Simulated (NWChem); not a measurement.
Species: SiH3F; SMILES [SiH3]F

```xyz
5

Si     0.0000     0.0000    -0.4569
F      0.0000     0.0000     1.1819
H      1.0052     1.0052    -0.9391
H      0.3679    -1.3731    -0.9391
H     -1.3731     0.3679    -0.9391
```
Atoms are numbered in this order, from 1.

Results from NWChem. Pople sets run with spherical d functions. Coordinates come from a PBE-D3(BJ)/def2-SVP optimisation. Static field.

Problem. Order these by “anisotropy (bohr³)”, lowest first: PBE/aug-cc-pVTZ; PBE/6-31+G*; PBE/def2-SVP; PBE/def2-TZVP.

Solution. PBE/aug-cc-pVTZ (2.2), PBE/def2-TZVP (2.8), PBE/6-31+G* (3.5), PBE/def2-SVP (4.2)
